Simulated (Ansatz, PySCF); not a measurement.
The same groups moved round the core (pyrene boryl). Gas-phase values, no solvent. One relaxed conformer stands for each flexible species; it need not be the lowest. Strings in code marks are SMILES.

Quantity: electronic energy of isomers of C16H11B relative to `Bc1cc2ccc3cccc4ccc(c1)c2c34`, in kJ/mol. The restricted reference of `Bc1cc2ccc3cccc4ccc(c1)c2c34` and `Bc1cc2cccc3ccc4cccc1c4c32` is unstable towards unrestricted orbitals.

Level 1: frozen-core CCSD(T)/cc-pVDZ // B3LYP-D3(BJ)/def2-SVP (Ansatz, a program for electronic structure)
Level 2: B3LYP-D3(BJ)/def2-SVP (PySCF)
Level 3: SVWN5/6-31G* // B3LYP-D3(BJ)/def2-SVP (PySCF)
Level 4: HF/cc-pVDZ // B3LYP-D3(BJ)/def2-SVP (Ansatz)

```json
[
 {"species": "`Bc1cc2cccc3ccc4cccc1c4c32`", "level 1": "3.50", "level 2": "2.51", "level 3": "-0.47", "level 4": "7.65"}
]
```
